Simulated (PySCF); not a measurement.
**Polarisability and C₆ of Be²⁺ (beryllium, charge +2)**

1s2, closed-shell 1S. Calculation: PySCF 2.14, in aug-cc-pVDZ (4s3p2d, 23 functions); the non-relativistic Hamiltonian (point nucleus). Coupled (time-dependent) response in atomic units; α is the mean over directions. A double-zeta set is small for polarisabilities.

```tsv
method	mean α (bohr³)	C₆ (like pair)	S(−4)
UHF	0.02003	0.001411	0.0009140
PBE	0.02445	0.001944	0.001303
PBE0	0.02308	0.001772	0.001178
wB97X	0.02198	0.001601	0.001130
```

S(−4) is the Cauchy moment in α(ω) = α(0) + S(−4) ω² + …

α(iu) at wB97X:

```csv
u (hartree),α(iu) (bohr³)
0,0.02198
0.0500,0.02198
0.100,0.02197
0.200,0.02193
0.300,0.02188
0.500,0.02170
0.750,0.02136
1.00,0.02091
1.50,0.01970
2.00,0.01823
3.00,0.01504
5.00,0.009639
```

For an ion, C₆ is the dispersion term alone; charge-induced terms of lower order in 1/R come first.
